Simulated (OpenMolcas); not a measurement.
# V2+: input and output

V2+ with its 6 nearest oxide ions at 2.252 Å, on the Ca site of CaO (a = 4.8105 Å, distance in the model lattice 2.405 Å). The rest of the host is ab initio model potentials to 7.6 Å, with orthogonalisation functions on the cations behind the ligands, and point charges beyond; the distance is set by hand and nothing relaxes. Ligand basis ANO-RCC-VDZP.

Input, with the lattice sites abridged:

```
&GATEWAY
Basis set
V.ANO-RCC-VDZP.
V1 0.0 0.0 0.0 Angstrom
End of basis
Basis set
O.ANO-RCC-VDZP.
L1 2.252000 0.000000 0.000000 Angstrom
L2 0.000000 2.252000 0.000000 Angstrom
L3 0.000000 0.000000 2.252000 Angstrom
End of basis
Basis set
Ca.EMB-AIMP.Pascual.13s7p.1s1p.ECP.CaO.
PseudoCharge
* 3 symmetry-unique lattice sites within 7.6 angstrom
End of basis
Basis set
Ca.EMB-AIMP.Pascual.0s.0s.ECP.CaO.
PseudoCharge
* 24 symmetry-unique lattice sites within 7.6 angstrom
End of basis
Basis set
O.EMB-AIMP.Pascual.0s.0s.ECP.CaO.
PseudoCharge
* 31 symmetry-unique lattice sites within 7.6 angstrom
End of basis
Symmetry
XYZ
AngMom=0.0 0.0 0.0
AMFI
RICD
XField
1037 Angstrom 0
* Evjen-weighted lattice charges
&SEWARD
* reference wave functions (RASSCF and RASSI steps not shown): 3 electrons in 5 orbitals (3d)
>>> COPY JOB001 $Project.JobIph
&CASPT2
Multistate=10 1 2 3 4 5 6 7 8 9 10
NoMult
Frozen=5 6
IPEA=0.25
Imaginary=0.1
MaxIter=60
WThr=0.0 0.3 0.05
PrWF=0.5
NoMix
>>> COPY JOB002 $Project.JobIph
&CASPT2
Multistate=40 1 2 3 4 5 6 7 8 9 10 11 12 13 14 15 16 17 18 19 20 21 22
23 24 25 26 27 28 29 30 31 32 33 34 35 36 37 38 39 40
NoMult
Frozen=5 6
IPEA=0.25
Imaginary=0.1
MaxIter=60
WThr=0.0 0.3 0.05
PrWF=0.5
NoMix
```

Launched by
```bash
OMP_NUM_THREADS=1 MOLCAS_MEM=2457 MOLCAS_PROJECT=a pymolcas a.inp > a.log  # once for each step of the input, in one work folder
```

Output, cut to the results:

```
--- CASPT2 ---
Orbital specifications:
      -----------------------

      Symmetry species                           1   2
                                                ag  au
      Frozen orbitals                            5   6
      Inactive orbitals                         13  15
      Active orbitals                            5   0
      Secondary orbitals                        46  52
      Deleted orbitals                           0   0
      Number of basis functions                 69  73
Type of calculation                        SS-CASPT2
      Fock operator                              state-specific
      IPEA shift                                 0.25
      Real shift                                 0.00
      Imaginary shift                            0.10
      The input orbitals will be transformed to quasi-canonical
Reference energy:       -1405.5773973888
      E2 (Non-variational):      -1.4849357030
      Shift correction:          -0.0012286142
      E2 (Variational):          -1.4861643172
      Total energy:           -1407.0635617060
      Residual norm:              0.0000007101
      Reference weight:           0.71570
      Contributions to the CASPT2 correlation energy
      Active & Virtual Only:         -0.0203064844
      One Inactive Excited:          -0.1384387142
      Two Inactive Excited:          -1.3261905045
Reference energy:       -1405.5239417052
      E2 (Non-variational):      -1.4787876979
      Shift correction:          -0.0012077115
      E2 (Variational):          -1.4799954094
      Total energy:           -1407.0039371145
      Residual norm:              0.0000001946
      Reference weight:           0.71730
      Contributions to the CASPT2 correlation energy
      Active & Virtual Only:         -0.0184126693
      One Inactive Excited:          -0.1392475472
      Two Inactive Excited:          -1.3211274814
::    CASPT2 Root  1     Total energy:  -1407.06356171
::    CASPT2 Root  2     Total energy:  -1407.00393711
::    CASPT2 Root  3     Total energy:  -1407.00402339
::    CASPT2 Root  4     Total energy:  -1407.00390246
::    CASPT2 Root  5     Total energy:  -1406.97669002
::    CASPT2 Root  6     Total energy:  -1406.97665352
::    CASPT2 Root  7     Total energy:  -1406.97668932
::    CASPT2 Root  8     Total energy:  -1406.92881659
::    CASPT2 Root  9     Total energy:  -1406.92850266
::    CASPT2 Root 10     Total energy:  -1406.92946421
--- CASPT2 ---
Orbital specifications:
      -----------------------

      Symmetry species                           1   2
                                                ag  au
      Frozen orbitals                            5   6
      Inactive orbitals                         13  15
      Active orbitals                            5   0
      Secondary orbitals                        46  52
      Deleted orbitals                           0   0
      Number of basis functions                 69  73
Type of calculation                        SS-CASPT2
      Fock operator                              state-specific
      IPEA shift                                 0.25
      Real shift                                 0.00
      Imaginary shift                            0.10
      The input orbitals will be transformed to quasi-canonical
Reference energy:       -1405.5044723700
      E2 (Non-variational):      -1.4995003804
      Shift correction:          -0.0012690104
      E2 (Variational):          -1.5007693909
      Total energy:           -1407.0052417609
      Residual norm:              0.0000003856
      Reference weight:           0.71238
      Contributions to the CASPT2 correlation energy
      Active & Virtual Only:         -0.0260226624
      One Inactive Excited:          -0.1433783936
      Two Inactive Excited:          -1.3300993244
Reference energy:       -1405.5044723700
      E2 (Non-variational):      -1.4993027200
      Shift correction:          -0.0012688788
      E2 (Variational):          -1.5005715989
      Total energy:           -1407.0050439689
      Residual norm:              0.0000003746
      Reference weight:           0.71242
      Contributions to the CASPT2 correlation energy
      Active & Virtual Only:         -0.0260240985
      One Inactive Excited:          -0.1431797401
      Two Inactive Excited:          -1.3300988814
::    CASPT2 Root  1     Total energy:  -1407.00524176
::    CASPT2 Root  2     Total energy:  -1407.00504397
::    CASPT2 Root  3     Total energy:  -1407.00131562
::    CASPT2 Root  4     Total energy:  -1407.00136305
::    CASPT2 Root  5     Total energy:  -1407.00135337
::    CASPT2 Root  6     Total energy:  -1406.97930587
::    CASPT2 Root  7     Total energy:  -1406.97934815
::    CASPT2 Root  8     Total energy:  -1406.97934493
::    CASPT2 Root  9     Total energy:  -1406.96026866
::    CASPT2 Root 10     Total energy:  -1406.94245743
::    CASPT2 Root 11     Total energy:  -1406.94245601
::    CASPT2 Root 12     Total energy:  -1406.94246969
::    CASPT2 Root 13     Total energy:  -1406.94136305
::    CASPT2 Root 14     Total energy:  -1406.94385530
::    CASPT2 Root 15     Total energy:  -1406.94385458
::    CASPT2 Root 16     Total energy:  -1406.93949568
::    CASPT2 Root 17     Total energy:  -1406.93936579
::    CASPT2 Root 18     Total energy:  -1406.92010770
::    CASPT2 Root 19     Total energy:  -1406.92009865
::    CASPT2 Root 20     Total energy:  -1406.92011578
::    CASPT2 Root 21     Total energy:  -1406.89287342
::    CASPT2 Root 22     Total energy:  -1406.89290821
::    CASPT2 Root 23     Total energy:  -1406.89290199
::    CASPT2 Root 24     Total energy:  -1406.87840349
::    CASPT2 Root 25     Total energy:  -1406.87850467
::    CASPT2 Root 26     Total energy:  -1406.87857409
::    CASPT2 Root 27     Total energy:  -1406.89126297
::    CASPT2 Root 28     Total energy:  -1406.87649957
::    CASPT2 Root 29     Total energy:  -1406.87653871
...
```

Spin-orbit levels above the lowest (labels of O, the rotations of Oh), with the averaged single-state CASPT2 energies on the diagonal:

```csv
E (cm-1),Degeneracy,Label,2S+1,g
0,4,Γ8,4,
12710,4,Γ8,2 (79 %),
13020,2,Γ7,4,2.95 2.95 2.95
13060,4,Γ8,4,
13100,2,Γ6,4,2.25 2.25 2.25
13210,4,Γ8,4 (76 %),
13650,4,Γ8,2,
13730,2,Γ6,2,0.46 0.46 0.46
18440,4,Γ8,2,
18490,2,Γ7,2 (88 %),1.56 1.56 1.56
19020,4,Γ8,4,
19060,2,Γ7,4 (88 %),1.42 1.42 1.42
19140,4,Γ8,4,
19200,2,Γ6,4,3.93 3.93 3.93
22690,2,Γ6,2,2.12 2.12 2.12
26350,2,Γ6,2,0.36 0.36 0.36
26500,4,Γ8,2,
26560,2,Γ7,2,0.21 0.21 0.21
26590,4,Γ8,2,
27250,4,Γ8,2,
```

Roots that are degenerate in the reference are averaged as groups; the widest CASPT2 spread within a group is 550 cm-1 (the 3-fold group of multiplicity 2 near 26500 cm-1 above the lowest state of its run). Shifts and gaps below about the spread of the groups concerned are not significant. Over all roots computed the reference weight is 0.71 to 0.72; a low but even weight reflects the number of correlated electrons. Ligand-to-metal charge-transfer states are missing. With no ligand orbital active B as a rule stays too high, so bands that hang on it stand too high and its fall with covalency is understated. With one d shell and no ligand orbital active, 10Dq can be off by tens of per cent for divalent 3d ions, low with halides held by bare charges and at times high in hosts. Free-ion shares, where given, are those of the reference states; single-state CASPT2 does not remix them. No measured value stands beside these numbers; the geometry was set by hand and not optimised.

The CASPT2 steps took 2.8 min on 1 thread of Arm Neoverse V1 (shared host); the integral step is not counted.
